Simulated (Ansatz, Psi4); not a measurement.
Relaxed torsion scan: C₇H₆OS, SMILES c1(C=C)ccc(C=O)s1. Scanned: dihedral S9–C6–C7–O8; all other coordinates were relaxed at B3LYP-D3(BJ)/def2-SVP. Points at φ and −φ are mirror images. Heavy atoms are numbered in the order of the SMILES C=Cc1ccc(C=O)s1, hydrogens after them in the order of the atoms that carry them; the mirror image has the same energies with the sign of each dihedral reversed.

Levels: PBE/def2-TZVP // B3LYP-D3(BJ)/def2-SVP (Psi4); PBE-D3(BJ)/def2-TZVP // B3LYP-D3(BJ)/def2-SVP (Psi4); B3LYP-D3(BJ)/def2-TZVP // B3LYP-D3(BJ)/def2-SVP (Psi4); CCSD(T)/cc-pVDZ = CCSD(T) on RHF/cc-pVDZ, frozen core // B3LYP-D3(BJ)/def2-SVP in Ansatz (a program for electronic structure).

Energies relative to the lowest point of each profile, in kcal/mol; the last columns give the difference from CCSD(T):

```json
[
 {"φ / °": "-165", "PBE/def2-TZVP": "1.0", "PBE-D3(BJ)/def2-TZVP": "1.0", "B3LYP-D3(BJ)/def2-TZVP": "1.1", "CCSD(T)/cc-pVDZ": "0.9", "PBE/def2-TZVP − CCSD(T)/cc-pVDZ": "0.1", "PBE-D3(BJ)/def2-TZVP − CCSD(T)/cc-pVDZ": "0.1", "B3LYP-D3(BJ)/def2-TZVP − CCSD(T)/cc-pVDZ": "0.2"},
 {"φ / °": "-135", "PBE/def2-TZVP": "4.9", "PBE-D3(BJ)/def2-TZVP": "4.9", "B3LYP-D3(BJ)/def2-TZVP": "4.9", "CCSD(T)/cc-pVDZ": "4.4", "PBE/def2-TZVP − CCSD(T)/cc-pVDZ": "0.5", "PBE-D3(BJ)/def2-TZVP − CCSD(T)/cc-pVDZ": "0.5", "B3LYP-D3(BJ)/def2-TZVP − CCSD(T)/cc-pVDZ": "0.6"},
 {"φ / °": "-105", "PBE/def2-TZVP": "10.3", "PBE-D3(BJ)/def2-TZVP": "10.4", "B3LYP-D3(BJ)/def2-TZVP": "10.0", "CCSD(T)/cc-pVDZ": "8.6", "PBE/def2-TZVP − CCSD(T)/cc-pVDZ": "1.7", "PBE-D3(BJ)/def2-TZVP − CCSD(T)/cc-pVDZ": "1.7", "B3LYP-D3(BJ)/def2-TZVP − CCSD(T)/cc-pVDZ": "1.3"},
 {"φ / °": "-75", "PBE/def2-TZVP": "10.3", "PBE-D3(BJ)/def2-TZVP": "10.4", "B3LYP-D3(BJ)/def2-TZVP": "9.9", "CCSD(T)/cc-pVDZ": "8.7", "PBE/def2-TZVP − CCSD(T)/cc-pVDZ": "1.6", "PBE-D3(BJ)/def2-TZVP − CCSD(T)/cc-pVDZ": "1.6", "B3LYP-D3(BJ)/def2-TZVP − CCSD(T)/cc-pVDZ": "1.2"},
 {"φ / °": "-45", "PBE/def2-TZVP": "4.6", "PBE-D3(BJ)/def2-TZVP": "4.6", "B3LYP-D3(BJ)/def2-TZVP": "4.5", "CCSD(T)/cc-pVDZ": "4.2", "PBE/def2-TZVP − CCSD(T)/cc-pVDZ": "0.3", "PBE-D3(BJ)/def2-TZVP − CCSD(T)/cc-pVDZ": "0.4", "B3LYP-D3(BJ)/def2-TZVP − CCSD(T)/cc-pVDZ": "0.3"},
 {"φ / °": "-15", "PBE/def2-TZVP": "0.0", "PBE-D3(BJ)/def2-TZVP": "0.0", "B3LYP-D3(BJ)/def2-TZVP": "0.0", "CCSD(T)/cc-pVDZ": "0.0", "PBE/def2-TZVP − CCSD(T)/cc-pVDZ": "0.0", "PBE-D3(BJ)/def2-TZVP − CCSD(T)/cc-pVDZ": "0.0", "B3LYP-D3(BJ)/def2-TZVP − CCSD(T)/cc-pVDZ": "0.0"},
 {"φ / °": "15", "PBE/def2-TZVP": "0.0", "PBE-D3(BJ)/def2-TZVP": "0.0", "B3LYP-D3(BJ)/def2-TZVP": "0.0", "CCSD(T)/cc-pVDZ": "0.0", "PBE/def2-TZVP − CCSD(T)/cc-pVDZ": "0.0", "PBE-D3(BJ)/def2-TZVP − CCSD(T)/cc-pVDZ": "0.0", "B3LYP-D3(BJ)/def2-TZVP − CCSD(T)/cc-pVDZ": "0.0"},
 {"φ / °": "45", "PBE/def2-TZVP": "4.6", "PBE-D3(BJ)/def2-TZVP": "4.6", "B3LYP-D3(BJ)/def2-TZVP": "4.5", "CCSD(T)/cc-pVDZ": "4.2", "PBE/def2-TZVP − CCSD(T)/cc-pVDZ": "0.3", "PBE-D3(BJ)/def2-TZVP − CCSD(T)/cc-pVDZ": "0.4", "B3LYP-D3(BJ)/def2-TZVP − CCSD(T)/cc-pVDZ": "0.3"},
 {"φ / °": "75", "PBE/def2-TZVP": "10.3", "PBE-D3(BJ)/def2-TZVP": "10.4", "B3LYP-D3(BJ)/def2-TZVP": "9.9", "CCSD(T)/cc-pVDZ": "8.7", "PBE/def2-TZVP − CCSD(T)/cc-pVDZ": "1.6", "PBE-D3(BJ)/def2-TZVP − CCSD(T)/cc-pVDZ": "1.6", "B3LYP-D3(BJ)/def2-TZVP − CCSD(T)/cc-pVDZ": "1.2"},
 {"φ / °": "105", "PBE/def2-TZVP": "10.3", "PBE-D3(BJ)/def2-TZVP": "10.4", "B3LYP-D3(BJ)/def2-TZVP": "10.0", "CCSD(T)/cc-pVDZ": "8.6", "PBE/def2-TZVP − CCSD(T)/cc-pVDZ": "1.7", "PBE-D3(BJ)/def2-TZVP − CCSD(T)/cc-pVDZ": "1.7", "B3LYP-D3(BJ)/def2-TZVP − CCSD(T)/cc-pVDZ": "1.3"},
 {"φ / °": "135", "PBE/def2-TZVP": "4.9", "PBE-D3(BJ)/def2-TZVP": "4.9", "B3LYP-D3(BJ)/def2-TZVP": "4.9", "CCSD(T)/cc-pVDZ": "4.4", "PBE/def2-TZVP − CCSD(T)/cc-pVDZ": "0.5", "PBE-D3(BJ)/def2-TZVP − CCSD(T)/cc-pVDZ": "0.5", "B3LYP-D3(BJ)/def2-TZVP − CCSD(T)/cc-pVDZ": "0.6"},
 {"φ / °": "165", "PBE/def2-TZVP": "1.0", "PBE-D3(BJ)/def2-TZVP": "1.0", "B3LYP-D3(BJ)/def2-TZVP": "1.1", "CCSD(T)/cc-pVDZ": "0.9", "PBE/def2-TZVP − CCSD(T)/cc-pVDZ": "0.1", "PBE-D3(BJ)/def2-TZVP − CCSD(T)/cc-pVDZ": "0.1", "B3LYP-D3(BJ)/def2-TZVP − CCSD(T)/cc-pVDZ": "0.2"}
]
```

PBE/def2-TZVP is furthest from CCSD(T)/cc-pVDZ at -105 (1.7 kcal/mol, above); its mean absolute difference over the points is 0.7 kcal/mol.

PBE-D3(BJ)/def2-TZVP is furthest from CCSD(T)/cc-pVDZ at -105 (1.7 kcal/mol, above); its mean absolute difference over the points is 0.7 kcal/mol.

B3LYP-D3(BJ)/def2-TZVP is furthest from CCSD(T)/cc-pVDZ at -105 (1.3 kcal/mol, above); its mean absolute difference over the points is 0.6 kcal/mol.
